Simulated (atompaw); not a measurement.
# Reading a pseudo-wave (gallium)

Columns: radius, all-electron u(r) and pseudo u(r) of the 3d shell (level -19.90 eV) of gallium in the configuration [Ar] 3d10 4s1.75 4p1.25; LDA (PW92), scalar-relativistic, PAW (atompaw) scheme, atompaw 4.2.0.5.

```csv
r (bohr),all-electron,pseudo
0.085,0.1009,0.0101
0.169,0.3912,0.0737
0.254,0.6990,0.2195
0.338,0.9213,0.4317
0.423,1.0479,0.6685
0.508,1.0938,0.8684
0.592,1.0845,0.9869
0.677,1.0414,1.0167
0.762,0.9798,0.9786
0.846,0.9104,0.9107
0.931,0.8378,0.8378
1.015,0.7670,0.7670
1.100,0.6985,0.6985
1.185,0.6342,0.6342
1.269,0.5752,0.5752
1.354,0.5203,0.5203
1.438,0.4706,0.4706
1.523,0.4249,0.4249
1.608,0.3834,0.3834
1.692,0.3462,0.3462
1.777,0.3121,0.3121
1.862,0.2814,0.2814
1.946,0.2539,0.2539
2.031,0.2288,0.2288
2.115,0.2065,0.2065
2.200,0.1861,0.1861
```

(1) How many radial nodes do the two functions have?

(2) At about which radius was the pseudo-wave matched?

(3) Is the pseudo-wave norm-conserving?

## Answers

(1) The all-electron 3d function has n − l − 1 = 0; the pseudo-wave has 0.

(2) 0.90 bohr, where the columns begin to agree (steps of 0.08 bohr).

(3) No, it belongs to a PAW set: the norm inside the radius is not constrained, and the difference is carried by the augmentation charge.
